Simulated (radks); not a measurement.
Task: The thulium ion Tm59+, configuration [Ne]. Calculated with a radial shooting solver on a logarithmic mesh with Libxc functionals: scalar-relativistic Kohn-Sham, exchange-only LDA, spin-polarised, spherical densities, point nucleus. Some entries of the table are withheld. Estimate them.

orbital  occ.  eigenvalue (eV)  <r^2> (bohr^2)
1s          2              (1)             (2)
2s          2              (3)             (4)
2p          6        -13505.29             (5)

Result: 
(1) 1s eigenvalue (eV): -64167.16
(2) 1s <r^2> (bohr^2): 0.0005479
(3) 2s eigenvalue (eV): -14623.70
(4) 2s <r^2> (bohr^2): 0.008222
(5) 2p <r^2> (bohr^2): 0.006638
